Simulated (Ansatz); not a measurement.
Steps of a relaxation of GeH₅O₂SSi (`O[SiH][S][GeH2][OH]`) radical with UKS PBE0-D4/def2-TZVP.

```sh
$ ansatz run in.yaml --threads 2 --pin off --events-out ev --progress --plain --max-ram 22528MiB --backend cuda --devices 0, --max-vram 18GiB
```

```yaml
crystal:
  periodic: [false, false, false]
  atoms:
    - {symbol: O, position_ang: [-1.277850, -0.852600, -1.001410]}
    - {symbol: Si, position_ang: [-1.143490, 0.625290, -1.705760]}
    - {symbol: S, position_ang: [0.278990, 1.568070, -0.396440]}
    - {symbol: Ge, position_ang: [0.794290, -0.247470, 0.767400]}
    - {symbol: O, position_ang: [1.977640, 0.232060, 1.947600]}
    - {symbol: H, position_ang: [-1.924150, -1.493960, -1.286540]}
    - {symbol: H, position_ang: [-2.409340, 1.340740, -1.563340]}
    - {symbol: H, position_ang: [-0.309530, -0.774650, 1.636260]}
    - {symbol: H, position_ang: [1.404640, -1.308880, -0.120910]}
    - {symbol: H, position_ang: [2.608800, 0.911390, 1.723160]}
basis:
  gaussian: {orbitals: def2-TZVP}
magnetization: {spin_polarized: true, initial_magnetization: 1}
hamiltonian: {xc: pbe0, dispersion: d4}
relax: {f_tol: 0.005, max_steps: 150}
```

Positions (Å) and forces (eV/Å) along the path, 14 of 32 steps:

```xyz
10
step=1 energy=-79392.6555 eV
O    -1.278   -0.853   -1.001   -0.005   -0.441    0.059
Si   -1.143    0.625   -1.706    0.815    0.210    0.359
S     0.279    1.568   -0.396   -0.218    0.215   -0.409
Ge    0.794   -0.247    0.767   -0.216   -0.298   -0.398
O     1.978    0.232    1.948    0.649    0.330    0.916
H    -1.924   -1.494   -1.287   -0.155   -0.114   -0.119
H    -2.409    1.341   -1.563   -0.630    0.378   -0.108
H    -0.310   -0.775    1.636   -0.513   -0.123    0.244
H     1.405   -1.309   -0.121    0.168   -0.252   -0.345
H     2.609    0.911    1.723    0.105    0.094   -0.199
10
step=2 energy=-79392.7477 eV
O    -1.349   -0.922   -1.075   -0.009   -0.062    0.094
Si   -1.137    0.634   -1.616    0.113   -0.145   -0.252
S     0.304    1.554   -0.340   -0.334   -0.163   -0.145
Ge    0.822   -0.281    0.832    0.011    0.106   -0.104
O     2.013    0.326    1.983    0.467    0.227    0.337
H    -2.002   -1.515   -1.462    0.171    0.311    0.030
H    -2.437    1.364   -1.583   -0.103    0.112    0.091
H    -0.342   -0.756    1.697    0.009   -0.049    0.007
H     1.443   -1.339   -0.088   -0.003   -0.038   -0.002
H     2.686    0.935    1.653   -0.323   -0.299   -0.056
10
step=9 energy=-79392.8136 eV
O    -1.522   -0.876   -0.966   -0.036   -0.068   -0.100
Si   -1.128    0.596   -1.629    0.058   -0.016    0.197
S     0.021    1.582   -0.135   -0.030   -0.026   -0.082
Ge    0.797   -0.241    0.914   -0.012    0.065    0.005
O     2.088    0.358    1.977    0.039   -0.009   -0.031
H    -1.814   -1.567   -1.567    0.021    0.061    0.052
H    -2.352    1.427   -1.856   -0.006    0.027   -0.059
H    -0.250   -0.804    1.870   -0.001   -0.030    0.017
H     1.352   -1.248   -0.105    0.008    0.013   -0.011
H     2.809    0.773    1.496   -0.041   -0.019    0.012
10
step=10 energy=-79392.8164 eV
O    -1.533   -0.875   -0.948   -0.005    0.040   -0.032
Si   -1.117    0.594   -1.607    0.050   -0.017    0.105
S     0.011    1.598   -0.107   -0.100   -0.086   -0.112
Ge    0.791   -0.241    0.911    0.011    0.070    0.042
O     2.091    0.348    1.969    0.042   -0.018   -0.022
H    -1.802   -1.569   -1.554    0.005    0.022    0.011
H    -2.333    1.420   -1.894    0.023    0.019   -0.008
H    -0.249   -0.814    1.869    0.007   -0.029    0.011
H     1.337   -1.236   -0.125    0.004    0.019   -0.008
H     2.803    0.776    1.485   -0.035   -0.019    0.012
10
step=12 energy=-79392.8242 eV
O    -1.583   -0.872   -0.946    0.007    0.038   -0.028
Si   -1.096    0.578   -1.598   -0.006   -0.030    0.074
S    -0.051    1.587   -0.050   -0.050   -0.003   -0.049
Ge    0.795   -0.238    0.934   -0.033   -0.006    0.008
O     2.121    0.342    1.961    0.033    0.005   -0.014
H    -1.824   -1.565   -1.564   -0.008   -0.011    0.000
H    -2.274    1.427   -1.971    0.041    0.013   -0.006
H    -0.207   -0.847    1.913    0.016   -0.013   -0.002
H     1.315   -1.207   -0.141    0.006    0.010    0.006
H     2.805    0.795    1.461   -0.006   -0.003    0.010
10
step=13 energy=-79392.8288 eV
O    -1.634   -0.871   -0.944    0.038    0.085   -0.066
Si   -1.071    0.557   -1.584   -0.115    0.028    0.090
S    -0.111    1.581    0.007   -0.013   -0.074   -0.038
Ge    0.795   -0.238    0.949   -0.032   -0.019    0.033
O     2.141    0.344    1.947    0.074    0.042   -0.037
H    -1.854   -1.563   -1.571   -0.010   -0.014    0.008
H    -2.201    1.441   -2.035    0.088   -0.059   -0.006
H    -0.167   -0.885    1.948    0.026    0.015   -0.028
H     1.304   -1.187   -0.151   -0.014    0.023    0.001
H     2.800    0.820    1.435   -0.042   -0.029    0.044
10
step=16 energy=-79392.8353 eV
O    -1.701   -0.876   -0.979    0.013    0.020   -0.074
Si   -1.042    0.532   -1.564   -0.055   -0.009    0.068
S    -0.211    1.541    0.104    0.018   -0.034   -0.018
Ge    0.808   -0.245    0.993    0.002    0.032    0.020
O     2.189    0.364    1.928   -0.003    0.003   -0.031
H    -1.948   -1.538   -1.630    0.006    0.016    0.027
H    -2.090    1.443   -2.130    0.035   -0.021    0.001
H    -0.085   -0.926    2.030    0.014   -0.001   -0.003
H     1.276   -1.167   -0.147   -0.005    0.008    0.003
H     2.804    0.873    1.395   -0.026   -0.014    0.009
10
step=17 energy=-79392.8360 eV
O    -1.753   -0.880   -1.013    0.025    0.060   -0.080
Si   -1.023    0.515   -1.543   -0.070   -0.056    0.026
S    -0.270    1.512    0.171   -0.025   -0.060   -0.009
Ge    0.810   -0.252    1.032    0.073    0.047    0.002
O     2.222    0.380    1.907   -0.011    0.021   -0.068
H    -2.007   -1.521   -1.683    0.027    0.058    0.044
H    -2.004    1.448   -2.193    0.056   -0.043    0.061
H    -0.016   -0.963    2.106    0.011    0.040   -0.030
H     1.245   -1.156   -0.137   -0.009   -0.011    0.016
H     2.796    0.917    1.353   -0.077   -0.057    0.038
10
step=19 energy=-79392.8381 eV
O    -1.762   -0.881   -1.030    0.001   -0.002   -0.008
Si   -1.023    0.512   -1.539    0.000   -0.012   -0.011
S    -0.286    1.497    0.182    0.008    0.024    0.016
Ge    0.815   -0.251    1.038   -0.049   -0.059   -0.015
O     2.228    0.385    1.897    0.046    0.033    0.013
H    -1.997   -1.518   -1.708   -0.003   -0.006    0.001
H    -1.993    1.456   -2.177   -0.001    0.007   -0.001
H    -0.008   -0.945    2.123   -0.002    0.005    0.003
H     1.235   -1.176   -0.119   -0.003    0.008   -0.001
H     2.791    0.921    1.334    0.004    0.003    0.004
10
step=20 energy=-79392.8385 eV
O    -1.772   -0.883   -1.045    0.003   -0.006   -0.013
Si   -1.012    0.505   -1.533   -0.014    0.011    0.006
S    -0.305    1.484    0.206   -0.001   -0.001    0.005
Ge    0.812   -0.257    1.053   -0.017   -0.018   -0.016
O     2.237    0.394    1.883    0.041    0.016    0.006
H    -2.010   -1.511   -1.731    0.002    0.002    0.006
H    -1.962    1.461   -2.183   -0.002   -0.001   -0.012
H     0.011   -0.951    2.153    0.006    0.008   -0.003
H     1.218   -1.179   -0.112   -0.004   -0.001    0.010
H     2.783    0.937    1.309   -0.014   -0.010    0.011
10
step=27 energy=-79392.8398 eV
O    -1.780   -0.900   -1.153    0.007    0.008   -0.010
Si   -0.984    0.510   -1.500   -0.013    0.000    0.009
S    -0.428    1.418    0.332    0.001   -0.011   -0.005
Ge    0.796   -0.270    1.135    0.021    0.018    0.015
O     2.296    0.417    1.789   -0.020   -0.009   -0.012
H    -1.972   -1.480   -1.893   -0.001    0.002    0.006
H    -1.879    1.495   -2.184    0.004   -0.004   -0.003
H     0.111   -0.909    2.344    0.001   -0.001   -0.003
H     1.087   -1.248   -0.018   -0.001   -0.002   -0.001
H     2.753    0.968    1.149    0.002   -0.001    0.004
10
step=30 energy=-79392.8399 eV
O    -1.786   -0.899   -1.157    0.004    0.005   -0.002
Si   -0.984    0.508   -1.499   -0.005   -0.002    0.001
S    -0.434    1.413    0.335    0.000    0.000    0.001
Ge    0.797   -0.270    1.138   -0.002    0.001   -0.002
O     2.297    0.420    1.788    0.001    0.000    0.002
H    -1.978   -1.478   -1.898   -0.002   -0.002   -0.001
H    -1.873    1.495   -2.188    0.002   -0.001    0.000
H     0.117   -0.910    2.348   -0.001   -0.001    0.002
H     1.088   -1.248   -0.015    0.001   -0.001   -0.001
H     2.755    0.969    1.147    0.001    0.001   -0.001
10
step=31 energy=-79392.8399 eV
O    -1.786   -0.900   -1.160    0.004    0.004   -0.001
Si   -0.983    0.507   -1.498   -0.004   -0.001    0.001
S    -0.437    1.411    0.338    0.001    0.000    0.002
Ge    0.797   -0.270    1.140   -0.003    0.000   -0.004
O     2.298    0.421    1.786    0.004    0.000    0.004
H    -1.978   -1.477   -1.902   -0.002   -0.002    0.000
H    -1.870    1.496   -2.188    0.002   -0.001    0.000
H     0.120   -0.909    2.352   -0.001    0.000    0.001
H     1.085   -1.249   -0.012    0.001   -0.001   -0.001
H     2.755    0.970    1.144    0.000    0.001   -0.002
10
step=32 energy=-79392.8399 eV
O    -1.787   -0.900   -1.163    0.002    0.001   -0.002
Si   -0.982    0.507   -1.496   -0.002    0.000    0.001
S    -0.441    1.408    0.342    0.001   -0.001    0.001
Ge    0.797   -0.271    1.142   -0.003    0.000   -0.003
O     2.299    0.423    1.783    0.005    0.001    0.004
H    -1.979   -1.476   -1.907   -0.001    0.000    0.001
H    -1.867    1.496   -2.189    0.001   -0.001    0.000
H     0.124   -0.908    2.358    0.000    0.000    0.000
H     1.082   -1.251   -0.009    0.000    0.000    0.000
H     2.754    0.971    1.140   -0.002    0.000   -0.001
```

Run time 81 s (2 threads of an AMD EPYC 7R13 on a shared host and a share of an NVIDIA H100 80 GB); peak host memory 0.94 GiB.
